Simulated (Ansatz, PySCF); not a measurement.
Species: BiI$_{2}$, charge 0, doublet. BiI2 (SMILES [I][Bi][I], doublet).
B3LYP-D3(BJ)/def2-TZVP minimum from Ansatz (a first-principles code):
```
Bi
I 1 2.8142
I 1 2.8142 2 101.21
```
Charge 0, spin multiplicity 2.

Atomisation energy term by term, kcal/mol (programs: Ansatz). Radicals and triplets start from unrestricted determinants; spin-orbit coupling is neglected. Cores are frozen in correlated methods (noble-gas shells, and filled d and f shells in the p block). Past Kr the def2 sets carry scalar-relativistic core potentials. CBS(X,Y): correlation extrapolated as X^-3, Hartree-Fock from the larger set. A bracket is a step between two methods taken in the basis named. Spin-orbit terms, left out, reach several kcal/mol for Br and I, and more for heavier atoms.

| term | basis | kcal/mol |
|---|---|---|
| Hartree-Fock | def2-QZVPP | 47.51 |
| CCSD correlation | CBS(def2-TZVPP,def2-QZVPP) | 50.43 |
| (T) | CBS(def2-TZVPP,def2-QZVPP) | 6.97 |
| CCSDT(Q) - CCSD(T) | def2-SVP | 0.71 |
| minus zero-point energy | harmonic, PySCF's Hessian at B3LYP-D3(BJ)/def2-TZVP | -0.55 |
| sum: D0 |  | 105.1 |
